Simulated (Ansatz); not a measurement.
Gas-phase electronic energies from Ansatz, PBE0-D4/def2-TZVP geometries. CBS: MP2 limit from def2 TZ/QZ plus the TZ coupled-cluster correction, frozen cores. This one scheme is used for every species. DFT in def2-TZVPP. One conformer a species, not always the lowest.

Reaction (ligand exchange at the Si–C bond): `O[SiH](Cl)CF` + CH₃OH → `CO[SiH](O)Cl` + `CF`

| level | ΔE (eV) |
| --- | --- |
| r2SCAN | -1.38 |
| SCS-MP2/def2-TZVPP | -1.45 |

What does CCSD(T)/CBS give? (Estimate.)

Computed: -1.40 eV. The listed levels differ from it by 0.02, -0.05 eV.

Largest T1 diagnostic among the species: 0.011.

In def2-TZVPP, CCSD(T) changes the Hartree–Fock value by +0.14 eV (the triples alone add +0.01 eV) and MP2 by +0.10 eV. From PBE to PBE0 (25 % exact exchange), in def2-TZVPP and without D4, ΔE moves by −0.06 eV.
